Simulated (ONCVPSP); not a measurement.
## What one change does to a pseudopotential (Ge, ONCV)

Ge, optimised norm-conserving Vanderbilt (ONCV), made with ONCVPSP 4.0.1 (PBE, scalar-relativistic). Core [Ar], reference 3d10 4s1.5 4p2.5. Waves: 4s: rc 1.80 bohr, ncon 4, nbas 7, qcut 4.2 1/bohr, 1 projector; 4p: rc 2.30 bohr, ncon 4, nbas 7, qcut 3 1/bohr, 2 projectors, debl 3.7 Ha; 3d: rc 0.85 bohr, ncon 5, nbas 10, qcut 22.6 1/bohr, 2 projectors, debl 2.9 Ha. Local part: polynomial inside 0.60 bohr (lpopt 1, dvloc0 -1 Ha). Core correction: Teter function, fcfact 4.5, rcfact 1.3.

Change: s: qcut 4.7; p: qcut 3.4; d: qcut 25.5.

Cutoffs: the cutoffs (Ha) at which the residual kinetic energy of the hardest occupied pseudo-wave falls to 1 and 0.1 mHa per electron; they do not see the model core or the augmentation charge, which bear on the density cutoff. Errors are all-electron minus pseudo energies relative to the spin-unpolarised reference configuration.

Question: What does the change do?

Answer: The potential gets neither clearly harder nor softer (174 Ha and 198 Ha → 182 Ha and 211 Ha); both files keep a bound ghost (s); the number of tests with a reliable result goes from 4 to 3; of the 3 tests that both files solve, the error grows in 0 and shrinks in 1 by more than 15 % and 0.3 meV (median size 1.7 → 1.6 meV).

| quantity | base | changed |
| --- | --- | --- |
| cutoff, loose | 174 Ha | 182 Ha |
| cutoff, tight | 198 Ha | 211 Ha |
| loose cutoff by channel | s 8.6 Ha, p 2.9 Ha, d 174 Ha | s 8.9 Ha, p 2.9 Ha, d 182 Ha |
| bound ghosts | s | s |
| GHOST(+) flags under 300 eV | p at 42.4 eV | p at 43.9 eV |
| tests with a reliable result | 4 of 4 | 3 of 4 |
| error for 3d10 4s2 4p2, meV [ΔE -3.95 eV] | +1.7 | +1.6 |
| error for 3d10 4s2 4p1, meV [ΔE 3.49 eV] | +0.9 | +0.9 |
| error for 3d10 4s2 4p0, meV [ΔE 18.93 eV] | -3.3 | -2.6 |
| s: phases at 1.83 bohr within 0.05 rad from the reference energy up to (Ha; the scan ends near 5) | 1.7 | 1.8 |
| p: phases at 2.34 bohr within 0.05 rad from the reference energy up to (Ha; the scan ends near 5) | 1.4 | 1.5 |
| d: phases at 0.86 bohr within 0.05 rad from the reference energy up to (Ha; the scan ends near 5) | to the end of the scan | to the end of the scan |
| rms error of d²Exc/dni dnj with the model core, mHa | 2.29 | 2.30 |

 A true bound ghost makes a file unfit for plane-wave use even where its test errors are small: the radial tests pick states by their node count and pass the ghost by.
